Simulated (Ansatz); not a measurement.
A run on FGeH9O3Si3, SMILES `[F][Ge]([O][SiH3])([O][SiH3])[O][SiH3]` with other settings.

```yaml
crystal:
  periodic: [false, false, false]
  atoms:
    - {symbol: F, position_ang: [-1.910198, 0.944648, 1.028000]}
    - {symbol: Ge, position_ang: [-0.543425, 0.347381, 0.181987]}
    - {symbol: O, position_ang: [-0.944123, -1.170862, -0.545449]}
    - {symbol: Si, position_ang: [-0.678365, -2.752426, -0.153052]}
    - {symbol: O, position_ang: [-0.135698, 1.502320, -1.036338]}
    - {symbol: Si, position_ang: [-0.161489, 1.507586, -2.686371]}
    - {symbol: O, position_ang: [0.743563, 0.136054, 1.319099]}
    - {symbol: Si, position_ang: [1.340222, 0.967411, 2.614051]}
    - {symbol: H, position_ang: [0.743490, -3.105280, -0.392352]}
    - {symbol: H, position_ang: [-1.555869, -3.564863, -1.027391]}
    - {symbol: H, position_ang: [-1.011211, -2.994952, 1.273792]}
    - {symbol: H, position_ang: [0.746459, 0.459318, -3.218521]}
    - {symbol: H, position_ang: [0.306122, 2.846296, -3.115082]}
    - {symbol: H, position_ang: [-1.538217, 1.262900, -3.185685]}
    - {symbol: H, position_ang: [1.144632, 2.427470, 2.424179]}
    - {symbol: H, position_ang: [0.649137, 0.530962, 3.852322]}
    - {symbol: H, position_ang: [2.786072, 0.655534, 2.707011]}
basis:
  gaussian: {orbitals: def2-TZVPPP, final_grid: {core_spheres: 20, valence_spheres: 16, degree: 47}}
hamiltonian: {xc: {name: SVWN5}}
```

```sh
$ ansatz run in.yaml --threads 4 --pin off --events-out ev --progress --plain --max-ram 66560MiB --backend cpu
```

Output, abridged:

```
Error: <dir> can't be read: No such file or directory (os error 2)
```
